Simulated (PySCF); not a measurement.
**Structure from NMR data**

The spectra below were simulated for a compound C₉H₈O₂.

1H NMR (600 MHz, computed): δ 8.64 (d, 2H), 8.26 (m, 1H), 7.88 (m, 1H), 7.80 (m, 2H), 5.28 (m, 1H), 4.99 (m, 1H).

13C{1H} NMR (computed): δ 168.2, 149.6, 139.7, 137.3, 133.8, 133.6, 101.5.

- GFN2-xTB structure
- NMR shieldings at PBE0/pcSseg-1/GIAO
- program: PySCF 2.14
- non-relativistic, in vacuum, one averaged value for each set of equivalent atoms, one computed conformer

Referencing at the same level of theory: 1H (31.72 ppm), 13C (186.93 ppm) vs TMS.

Q: Deduce the structure.

A: 
1. Rings plus π bonds: 6 (1 ring in the answer).
2. 7 carbon signals for 9 carbons: some carbons are equivalent by symmetry or fast rotation.
3. Carbon types of the structure: 2 × C, 6 × CH, 1 × CH2, which accounts for all hydrogens.
4. δC 168.2: ester carbonyl carbon; it is a carbonyl in resonance with an O or N lone pair, the region of acids, esters and amides.
5. δC 149.6: alkene carbon bearing oxygen; an sp2 carbon further deshielded by the attached heteroatom.
6. δC 139.7, 137.3, 133.8: aromatic CH; the aromatic region.
7. δC 133.6: substituted aromatic carbon.
8. δC 101.5: β carbon of an enol-ether or enamine type C=C; the O or N lone pair pushes π density onto this β carbon and shields it.
9. δH 8.64, 7.88, 7.80: hydrogen on an aromatic CH.
10. δH 5.28, 4.99: hydrogen on a β carbon of an enol-ether or enamine type C=C.

The compound is `C(=C)OC(=O)C1=CC=CC=C1`.

The data come from this structure; uniqueness wasn't tested.

Shifts are as computed. Against solution values, carbons near 30 ppm lie about +3 ppm off and those near 130 ppm about +5 ppm. Of 1211 compounds with measured shifts, 218 miss one by over three times the rms of a fit or turn the order of signals round; such compounds aren't used in these exercises. No couplings were computed; multiplicities are counted from neighbouring protons, with m where these are inequivalent, close in shift, in a saturated or five-membered ring or joined by F or P, and br s for small geminal =CH2 splittings.
